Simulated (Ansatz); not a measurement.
```yaml
crystal:
  periodic: [false, false, false]
  atoms:
    - {symbol: C, position_ang: [3.476474, -1.919777, -1.054050]}
    - {symbol: Si, position_ang: [3.691928, -0.341910, -0.202267]}
    - {symbol: N, position_ang: [2.310811, 0.547601, -0.210302]}
    - {symbol: C, position_ang: [1.626159, 1.086712, -1.443806]}
    - {symbol: Si, position_ang: [1.240562, 0.756300, 1.369477]}
    - {symbol: N, position_ang: [-0.301239, 0.184196, 1.141463]}
    - {symbol: C, position_ang: [-0.226027, -1.505884, 1.020198]}
    - {symbol: Si, position_ang: [-1.857997, 0.883105, 1.479681]}
    - {symbol: N, position_ang: [-2.911001, 0.276614, 0.145535]}
    - {symbol: C, position_ang: [-4.276022, 0.181982, 0.187881]}
    - {symbol: C, position_ang: [-2.462435, 0.706393, -1.199258]}
    - {symbol: H, position_ang: [2.689211, -2.716584, -0.660812]}
    - {symbol: H, position_ang: [3.126146, -1.881282, -2.156463]}
    - {symbol: H, position_ang: [4.285047, -2.592663, -1.156532]}
    - {symbol: H, position_ang: [4.172509, -0.849240, 1.307549]}
    - {symbol: H, position_ang: [4.922105, 0.290444, -0.987253]}
    - {symbol: H, position_ang: [2.341971, 1.562951, -1.986160]}
    - {symbol: H, position_ang: [0.994599, 0.417861, -1.842058]}
    - {symbol: H, position_ang: [1.162401, 1.891560, -1.172277]}
    - {symbol: H, position_ang: [0.778800, 2.483145, 1.450313]}
    - {symbol: H, position_ang: [2.186871, 0.193638, 2.528706]}
    - {symbol: H, position_ang: [-0.172073, -2.034767, 1.848826]}
    - {symbol: H, position_ang: [-1.245052, -1.760570, 0.581284]}
    - {symbol: H, position_ang: [0.533885, -1.659082, 0.363167]}
    - {symbol: H, position_ang: [-2.708033, 0.352091, 2.689335]}
    - {symbol: H, position_ang: [-1.602382, 2.344428, 1.440993]}
    - {symbol: H, position_ang: [-5.020475, 0.966600, -0.043669]}
    - {symbol: H, position_ang: [-4.516398, -0.842477, -0.448690]}
    - {symbol: H, position_ang: [-4.505284, -0.051924, 1.187079]}
    - {symbol: H, position_ang: [-3.002824, 1.646717, -1.570941]}
    - {symbol: H, position_ang: [-1.357577, 0.820758, -1.387005]}
    - {symbol: H, position_ang: [-2.658255, -0.030839, -1.958434]}
basis:
  gaussian: {orbitals: "6-31G*"}
hamiltonian: {xc: {name: wB97}}
scf: {lower_state_search: light}
output: {forces: true}
```

```sh
$ ansatz run in.yaml --threads 4 --pin off --events-out ev --progress --plain --max-ram 6963MiB
```

Shortened log:

```
Functional definition: wB97
2925 factors; their error is unknown
947 factors; integrals over basis functions are off by at most 1.4e-5 eV
mean field evaluation 1: about -33615.6696 eV, gradient 6.3e1 eV
mean field evaluation 2: about -33617.4678 eV, gradient 5.7e1 eV
mean field evaluation 4: about -33624.3150 eV, gradient 2.6e0 eV
mean field evaluation 8: about -33624.3364 eV, gradient 1.9e-1 eV
mean field evaluation 16: about -33624.1034 eV, gradient 1.0e-3 eV
mean field -33624.10344680 eV, -1235.6630104342 hartree, gradient 1.2e-5 eV, S^2 0.000000; 0 other end points of the search recorded, 0 dependent functions left out
reference -33624.10343281 eV, -1235.6630099197 hartree; 57, 57 occupied and 162, 162 virtual orbitals, 2925 factors
Total energy: -33624.10343281 eV, -1235.6630099197 hartree
Atom 0 at     3.476474    -1.919777    -1.054050 Å, force    -3.611774    -3.563853    -2.429944 eV/Å
Atom 1 at     3.691928    -0.341910    -0.202267 Å, force     3.948577    -1.199834     1.210910 eV/Å
Atom 2 at     2.310811     0.547601    -0.210302 Å, force    -4.248864     1.919365     2.377579 eV/Å
Atom 3 at     1.626159     1.086712    -1.443806 Å, force     4.300808    -2.809029     3.630127 eV/Å
Atom 4 at     1.240562     0.756300     1.369477 Å, force     3.050709     3.567994    -1.211868 eV/Å
Atom 5 at    -0.301239     0.184196     1.141463 Å, force    -0.963003    -4.954910     0.799199 eV/Å
Atom 6 at    -0.226027    -1.505884     1.020198 Å, force    -5.173502     6.024317    -3.235307 eV/Å
Atom 7 at    -1.857997     0.883105     1.479681 Å, force    -1.643923    -1.191219    -0.743622 eV/Å
Atom 8 at    -2.911001     0.276614     0.145535 Å, force     4.539828     2.709811    -1.048145 eV/Å
Atom 9 at    -4.276022     0.181982     0.187881 Å, force    -2.946489    -4.068145    -1.339844 eV/Å
Atom 10 at    -2.462435     0.706393    -1.199258 Å, force     0.346184     1.086602    -0.595764 eV/Å
Atom 11 at     2.689211    -2.716584    -0.660812 Å, force     1.095800     2.004565    -0.110200 eV/Å
Atom 12 at     3.126146    -1.881282    -2.156463 Å, force     0.434607     0.620157     1.442723 eV/Å
Atom 13 at     4.285047    -2.592663    -1.156532 Å, force     1.895065    -0.439165     0.181226 eV/Å
Atom 14 at     4.172509    -0.849240     1.307549 Å, force    -0.689649     1.148851    -1.831664 eV/Å
Atom 15 at     4.922105     0.290444    -0.987253 Å, force    -1.090373    -0.218196     0.891822 eV/Å
Atom 16 at     2.341971     1.562951    -1.986160 Å, force     2.547875     0.408833    -2.887444 eV/Å
Atom 17 at     0.994599     0.417861    -1.842058 Å, force    -2.180230    -2.720835    -2.237956 eV/Å
Atom 18 at     1.162401     1.891560    -1.172277 Å, force    -3.940782     4.960395     2.155202 eV/Å
Atom 19 at     0.778800     2.483145     1.450313 Å, force     1.269423    -2.703561     0.109396 eV/Å
Atom 20 at     2.186871     0.193638     2.528706 Å, force    -1.259028     0.610820    -1.187064 eV/Å
Atom 21 at    -0.172073    -2.034767     1.848826 Å, force     0.800075    -2.050038     4.909974 eV/Å
Atom 22 at    -1.245052    -1.760570     0.581284 Å, force     1.372611     0.254050     0.058197 eV/Å
Atom 23 at     0.533885    -1.659082     0.363167 Å, force     2.405796    -0.803240    -2.192555 eV/Å
Atom 24 at    -2.708033     0.352091     2.689335 Å, force     1.020582     0.581105    -0.701880 eV/Å
Atom 25 at    -1.602382     2.344428     1.440993 Å, force    -0.149060     0.037675     0.285984 eV/Å
Atom 26 at    -5.020475     0.966600    -0.043669 Å, force     0.795420     0.458691    -0.763508 eV/Å
Atom 27 at    -4.516398    -0.842477    -0.448690 Å, force    -0.305563     2.591233     1.291227 eV/Å
Atom 28 at    -4.505284    -0.051924     1.187079 Å, force    -0.797930    -0.739189     1.781740 eV/Å
Atom 29 at    -3.002824     1.646717    -1.570941 Å, force     0.736627    -0.880895     0.641548 eV/Å
Atom 30 at    -1.357577     0.820758    -1.387005 Å, force    -0.736110     0.315739     1.099940 eV/Å
Atom 31 at    -2.658255    -0.030839    -1.958434 Å, force    -0.823706    -0.958095    -0.350029 eV/Å
Dipole moment:    -0.459602    -0.197089    -0.108712 e Å
```

It took 23 s on 4 threads of Arm Neoverse V1 on a shared host, peak host memory 0.94 GiB.

The 6-31G sets use Cartesian d functions.
